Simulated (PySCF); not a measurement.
**Continuum solvent and chemical shifts**

Geometry:
```
atom   x (Å)   y (Å)   z (Å)
  C1   3.910   0.376  -0.547
  C2   2.487   0.639  -0.472
  C3   1.287   0.849  -0.403
 Si4  -0.495   1.183  -0.338
  O5  -1.173   0.927   1.178
  C6  -2.125  -0.121   1.187
  C7  -2.704  -0.265  -0.222
  C8  -1.548  -0.160  -1.205
  F9  -0.837  -1.354  -1.211
 H10   4.478   1.305  -0.711
 H11   4.270  -0.083   0.387
 H12   4.137  -0.315  -1.374
 H13  -0.764   2.576  -0.793
 H14  -1.640  -1.065   1.495
 H15  -2.906   0.113   1.927
 H16  -3.256  -1.209  -0.355
 H17  -3.404   0.566  -0.419
 H18  -1.892   0.044  -2.232
```

GIAO PBE0/pcSseg-1 in PySCF 2.14.0 with density-fitted response routines on one PBE0-D3(BJ)/def2-SVP conformer, non-relativistic, equivalent nuclei averaged. Solvents enter as an IEF-PCM continuum (acetone with ε = 20.5, acetonitrile with ε = 35.7) around the gas-phase geometry. Shifts are referred to TMS, CFCl3 computed in the same medium.

Gas phase, δ in ppm: C2 114.8, C8 86.9, C3 81.6, C6 67.7, C7 39.2, C1 5.9, Si4 -15.3, F9 -244.8, H13 4.87, H18 4.58, H14 4.10, H15 4.06, H16 2.18, H10/H11/H12 2.00. Dipole moment 1.00 D.

(1) How does each δ change in the continuum?

(2) Which nuclei move most (in ppm), and what does the model miss?

Answers

(1) 
```json
{"atoms": "C2", "environment": "alkyne carbon", "Δδ, acetone": "+6.4", "Δδ, acetonitrile": "+6.6"}
{"atoms": "C8", "environment": "sp3 CH bonded to F and Si", "Δδ, acetone": "+2.6", "Δδ, acetonitrile": "+2.7"}
{"atoms": "C3", "environment": "alkyne carbon", "Δδ, acetone": "-1.9", "Δδ, acetonitrile": "-1.9"}
{"atoms": "C6", "environment": "sp3 CH2 bonded to O", "Δδ, acetone": "+1.4", "Δδ, acetonitrile": "+1.4"}
{"atoms": "C7", "environment": "sp3 CH2 in a ring", "Δδ, acetone": "+0.5", "Δδ, acetonitrile": "+0.5"}
{"atoms": "C1", "environment": "propargylic methyl carbon", "Δδ, acetone": "+0.2", "Δδ, acetonitrile": "+0.3"}
{"atoms": "Si4", "environment": "silicon bonded to 2 C, O, H, in a 5-membered ring", "Δδ, acetone": "+1.0", "Δδ, acetonitrile": "+1.0"}
{"atoms": "F9", "environment": "fluorine on an sp3 carbon", "Δδ, acetone": "-3.6", "Δδ, acetonitrile": "-3.7"}
{"atoms": "H13", "environment": "hydrogen on a silicon bonded to 2 C, O, in a 5-membered ring", "Δδ, acetone": "0.00", "Δδ, acetonitrile": "0.00"}
{"atoms": "H18", "environment": "hydrogen on an sp3 CH bonded to F and Si", "Δδ, acetone": "+0.35", "Δδ, acetonitrile": "+0.36"}
{"atoms": "H14", "environment": "hydrogen on an sp3 CH2 bonded to O", "Δδ, acetone": "0.00", "Δδ, acetonitrile": "0.00"}
{"atoms": "H15", "environment": "hydrogen on an sp3 CH2 bonded to O", "Δδ, acetone": "+0.16", "Δδ, acetonitrile": "+0.16"}
{"atoms": "H16", "environment": "hydrogen on an sp3 CH2 in a ring", "Δδ, acetone": "+0.16", "Δδ, acetonitrile": "+0.16"}
{"atoms": "H10/H11/H12", "environment": "hydrogen on a propargylic methyl carbon", "Δδ, acetone": "+0.20", "Δδ, acetonitrile": "+0.20"}
```

Changes are relative to the gas phase. The dipole moment becomes 1.31 D in acetone, 1.32 D in acetonitrile.

(2) C2 (alkyne carbon, +6.6 ppm) in acetonitrile. A continuum only polarises the solute; specific hydrogen bonds, the anisotropy of aromatic solvents and changes of geometry or conformer are outside it.
